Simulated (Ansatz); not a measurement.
Cl2Ge, SMILES `[Cl][Ge][Cl]` (lower singlet) (charge 0, multiplicity 1). This singlet lies 2.59 eV below the relaxed triplet at the level frozen-core CCSD(T)/cc-pVTZ // B3LYP-D3(BJ)/def2-TZVP (Ansatz, a program for electronic structure).

Cartesian coordinates (Å):
SMILES: [Cl][Ge][Cl]
```xyz
3

Cl     1.6938    -0.4683     0.0000
Ge    -0.0013     0.9411     0.0000
Cl    -1.6926    -0.4728     0.0000
```
Charge 0, multiplicity 1.

Task: Give the natural occupations of the active orbitals, the CASSCF energy and the corrected energy for frozen-core fic-MRCISD+Q@CASSCF(2e,2o)/cc-pVTZ // B3LYP-D3(BJ)/def2-TZVP in Ansatz.

Result: 
| Property | Value |
|---|---|
| natural occupations | 1.94, 0.06 |
| CASSCF energy | -2994.5546 Ha |
| corrected energy | -2995.1092 Ha |
| weight of the reference | 0.864 |
